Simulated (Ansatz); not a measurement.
`[F][Ge]([F])([F])[F]` + H₂Se → `[F][Ge]([F])([F])[SeH]` + H–F  (ligand exchange at a Ge–F bond)

Calculated with Ansatz (gas phase, PBE0-D4/def2-TZVP geometries, no zero-point term in ΔE). CBS: MP2 limit from def2 TZ/QZ plus the TZ coupled-cluster correction, frozen cores. This one scheme is used for every species. DFT in def2-TZVPP. For Ge, Se outer-core shells are correlated without core-valence functions, which leaves a few kJ/mol of doubt a bond. Scalar relativity is left out up to krypton. One conformer a species, not always the lowest.

`[F][Ge]([F])([F])[F]`:

```xyz
5

F    -1.588   -0.580    0.046
Ge    0.000    0.000    0.000
F     0.216    0.943   -1.388
F     0.297    0.942    1.373
F     1.076   -1.305   -0.032
```

H₂Se:

Z-matrix (Å, degrees):
```
Se
H 1 1.467
H 1 1.467 2 91.2
```

`[F][Ge]([F])([F])[SeH]`:

Z-matrix (Å, degrees):
```
Ge
F 1 1.709
F 1 1.708 2 106.9
F 1 1.709 2 104.4 3 -113.0
Se 1 2.300 2 114.3 3 121.2
H 5 1.471 1 89.8 2 59.9
```

H–F:

Z-matrix (Å, degrees):
```
F
H 1 0.920
```

Q: Is it downhill or uphill in electronic energy at CCSD(T)/CBS, and by how much? (Best estimate.)

A: Ansatz gave: Downhill: ΔE = -0.14 eV.

Q: What do these levels give: r2SCANh-D4, r2SCAN0, CAM-B3LYP, CCSD/def2-SVP, CCSD/def2-TZVPP, MP2/def2-QZVPP? (An estimate is asked.)

A: Ansatz gave: r2SCANh-D4 -0.08, r2SCAN0 -0.07, CAM-B3LYP 0.01, CCSD/def2-SVP 0.14, CCSD/def2-TZVPP 0.00, MP2/def2-QZVPP -0.14 eV.

Q: What do rigid-rotor, harmonic-oscillator terms from PBE0-D4/def2-TZVP frequencies (298.15 K, 1 bar) make of the CCSD(T)/CBS value? (An estimate is asked.)

A: The calculation gave: ΔZPE = +0.04 eV, ΔH = -0.08 eV, ΔS = 19 J/(mol·K), ΔG = -0.14 eV.

Largest T1 diagnostic among the species: 0.012.

Leaving LDA and LC-ωPBE aside and taking each functional with its dispersion term where it has one, the values, not all of them listed here, spread over 0.25 eV, from revPBE-D4 to B97M-V. The D4 term adds −0.08 eV with B3LYP and −0.04 eV with PBE0; it sums over pairs of atoms, weighted by their polarisabilities, and B3LYP, whose exchange is more repulsive, gets the larger term. In def2-TZVPP, CCSD(T) changes the Hartree–Fock value by −0.19 eV (the triples alone add −0.03 eV) and MP2 by −0.24 eV.

B3LYP here is the variant with VWN-RPA as its local correlation; programs differ in this.
